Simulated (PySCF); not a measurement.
Si(F)2(SiH3)2 (F₂H₆Si₃), SMILES [SiH3][Si](F)(F)[SiH3].

Geometry: TPSSh-D3(BJ)/def2-SVP.

Method: PySCF with TDDFT-PBE/def2-SVPD.

Vertical excitations.  State labels are in the subgroup C2v.

```json
[
 {"state": "S1", "symmetry": "B1", "energy (eV)": "5.46", "λ (nm)": "227", "f": "0.073", "main pairs": "HOMO→LUMO 96 %"},
 {"state": "S2", "symmetry": "A2", "energy (eV)": "5.48", "λ (nm)": "226", "f": "0.000", "main pairs": "HOMO→LUMO+1 99 %"},
 {"state": "S3", "symmetry": "B1", "energy (eV)": "6.45", "λ (nm)": "192", "f": "0.040", "main pairs": "HOMO→LUMO+3 95 %"},
 {"state": "S4", "symmetry": "B1", "energy (eV)": "6.61", "λ (nm)": "187", "f": "0.351", "main pairs": "HOMO→LUMO+2 85 %"},
 {"state": "S5", "symmetry": "B2", "energy (eV)": "6.91", "λ (nm)": "179", "f": "0.000", "main pairs": "HOMO→LUMO+4 86 %"},
 {"state": "S6", "symmetry": "A1", "energy (eV)": "7.01", "λ (nm)": "177", "f": "0.011", "main pairs": "HOMO→LUMO+5 81 %, HOMO−1→LUMO 15 %"},
 {"state": "S7", "symmetry": "A2", "energy (eV)": "7.09", "λ (nm)": "175", "f": "0.000", "main pairs": "HOMO−2→LUMO 85 %, HOMO−3→LUMO+1 14 %"},
 {"state": "S8", "symmetry": "B2", "energy (eV)": "7.18", "λ (nm)": "173", "f": "0.000", "main pairs": "HOMO−4→LUMO 85 %"},
 {"state": "S9", "symmetry": "A1", "energy (eV)": "7.20", "λ (nm)": "172", "f": "0.001", "main pairs": "HOMO−1→LUMO 73 %"},
 {"state": "S10", "symmetry": "A2", "energy (eV)": "7.27", "λ (nm)": "170", "f": "0.000", "main pairs": "HOMO−3→LUMO+1 83 %"},
 {"state": "T1", "symmetry": "B1", "energy (eV)": "4.73", "λ (nm)": "262", "f": "0", "main pairs": "HOMO→LUMO 99 %"},
 {"state": "T2", "symmetry": "A2", "energy (eV)": "4.90", "λ (nm)": "253", "f": "0", "main pairs": "HOMO→LUMO+1 99 %"},
 {"state": "T3", "symmetry": "B1", "energy (eV)": "5.93", "λ (nm)": "209", "f": "0", "main pairs": "HOMO→LUMO+2 96 %"},
 {"state": "T4", "symmetry": "B1", "energy (eV)": "6.27", "λ (nm)": "198", "f": "0", "main pairs": "HOMO→LUMO+3 96 %"}
]
```
Triplets are in the Tamm–Dancoff approximation, which puts them higher than full response would, so one can lie above its singlet here.
